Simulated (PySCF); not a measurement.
Compound: C5H9BO2.
Geometry (PBE0-D3(BJ)/def2-SVP, Å), atoms numbered from 1 in this order:
```xyz
17
C5H9BO2 angstrom
C     -2.537    1.303   -0.432
C     -1.662    0.306   -0.203
C     -2.102   -1.035    0.300
C     -0.238    0.528   -0.453
C      0.760   -0.363   -0.294
B      2.265   -0.059   -0.584
O      2.733    1.164   -0.977
O      3.165   -1.068   -0.437
H     -2.202    2.276   -0.802
H     -3.608    1.177   -0.258
H     -1.843   -1.830   -0.418
H     -3.187   -1.063    0.467
H     -1.600   -1.285    1.248
H     -0.004    1.541   -0.812
H      0.507   -1.371    0.056
H      2.044    1.829   -1.052
H      4.059   -0.771   -0.640
```

Level of theory: PBE0-D3(BJ)/def2-SVP geometry optimisation, gas phase (PySCF).

Take the most abundant isotopes and a rigid rotor. The values belong to one conformer with, in the numbering `[CH2:1]=[C:2]([CH3:3])/[CH:4]=[CH:5]/[B:6]([OH:7])[OH:8]`, C1–C2–C4–C5 -179°, C5–B6–O7–H 1°, C5–B6–O8–H 180°.

Task: Give the principal moments of inertia and the rotational constants in MHz.

Result: Ia = 107.67, Ib = 555.42, Ic = 659.73 u·Å²; 505379 MHz·u·Å²/I gives A = 4694, B = 909.9, C = 766.0 MHz.

Task: What kind of rotor is it?

Result: A near-prolate asymmetric top. Ray's parameter κ = (2B − A − C)/(A − C) = -0.927; −1 is the prolate and +1 the oblate limit.

Task: Is it planar, by Δ = Ic − Ia − Ib?

Result: Not planar: Δ = Ic − Ia − Ib = -3.36 u·Å². For a rigid frame Δ = −2 Σ m c², so Σ m c² = 1.68 u·Å² lies off the ab plane: 1.60 from hydrogen and 0.08 from heavier atoms. The atom farthest from that plane is 0.92 Å away.

Task: Give the other two planar moments, Paa and Pbb, and the rms extents of the mass along the axes.

Result: Paa = Σ m a² = (Ib + Ic − Ia)/2 = 553.74 and Pbb = Σ m b² = (Ia + Ic − Ib)/2 = 105.99 u·Å². With the mass M = 112.07 u, the rms extents √(P/M) along a, b and c are 2.22, 0.97, 0.12 Å.

Task: List the rotational levels J(Ka,Kc) to J = 2 (K).

Result: Above 0(0,0), as E/k:
J = 1: 1(0,1) 0.080, 1(1,1) 0.262, 1(1,0) 0.269
J = 2: 2(0,2) 0.241, 2(1,2) 0.416, 2(1,1) 0.437, 2(2,1) 0.982, 2(2,0) 0.982

Task: Which types of transition are allowed, and where do some lines up to J = 5 fall?

Result: The dipole components are |μa| = 0.97 D, |μb| = 1.05 D, |μc| = 0.06 D. The squared components, which scale the intensities, stand as 0.86 : 1.00 : 0.00 (a : b : c). Some of the stronger lines:

```csv
type,branch,"J(Ka,Kc)",MHz,lower level (cm⁻¹)
a,Q,"3(1,2) ← 3(1,3)",863,0.450
a,R,"2(1,2) ← 1(1,1)",3208,0.182
b,Q,"4(1,3) ← 4(0,4)",4625,0.557
a,R,"4(2,3) ← 3(2,2)",6701,0.850
a,R,"4(2,2) ← 3(2,1)",6741,0.851
a,R,"5(1,5) ← 4(1,4)",8003,0.663
a,R,"5(2,4) ← 4(2,3)",8371,1.073
a,R,"5(4,2) ← 4(4,1)",8389,2.617
a,R,"5(4,1) ← 4(4,0)",8389,2.617
a,R,"5(3,3) ← 4(3,2)",8393,1.717
a,R,"5(3,2) ← 4(3,1)",8394,1.717
b,Q,"5(2,3) ← 5(1,4)",10645,1.002
b,Q,"4(2,3) ← 4(1,4)",12294,0.663
b,R,"2(2,1) ← 1(1,0)",14848,0.187
b,R,"4(2,3) ← 3(1,2)",17839,0.478
b,R,"5(2,4) ← 4(1,3)",19227,0.711
b,R,"5(2,3) ← 4(1,4)",20805,0.663
b,Q,"5(5,1) ← 5(4,2)",34695,2.897
b,R,"5(4,2) ← 4(3,1)",35372,1.717
b,R,"5(4,1) ← 4(3,2)",35373,1.717
```

No PBE0-D3(BJ)/def2-SVP frequencies stand behind this structure, so it isn't proved a minimum. Constants of a rigid frame at the computed geometry: no zero-point averaging, no centrifugal distortion. A rigid rotor knows nothing of internal rotation, which can split or shift real lines. Quadrupole hyperfine structure (11B) is left out.
